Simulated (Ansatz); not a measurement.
`C=C[SiH2]C=N` + H₂O → `N=C[SiH2]O` + ethylene  (formal hydrolysis of the Si–C bond)

Isolated molecules relaxed with PBE0-D4/def2-TZVP in Ansatz; ΔE leaves out vibrations. CBS: MP2 limit from def2 TZ/QZ plus the TZ coupled-cluster correction, frozen cores. This one scheme is used for every species. DFT in def2-TZVPP. One conformer a species, not always the lowest.

| level | ΔE (kJ/mol) |
| --- | --- |
| PBE-D4 | -89.7 |
| ωB97X-V | -100.6 |
| CCSD(T)/def2-TZVPP | -98.1 |
| HF/CBS(def2) | -114.6 |

Question: What does CCSD(T)/CBS give? (An estimate is asked.)

Answer: Computed: -96.3 kJ/mol. The listed levels differ from it by 6.6, -4.3, -1.8, -18.3 kJ/mol.

Largest T1 diagnostic among the species: 0.012.

In def2-TZVPP, CCSD(T) changes the Hartree–Fock value by +16.3 kJ/mol (the triples alone add +2.3 kJ/mol) and MP2 by +16.2 kJ/mol. The D4 term adds +5.9 kJ/mol with B3LYP and +3.6 kJ/mol with PBE0; it sums over pairs of atoms, weighted by their polarisabilities, and B3LYP, whose exchange is more repulsive, gets the larger term.

B3LYP here is the variant with VWN-RPA as its local correlation; programs differ in this.
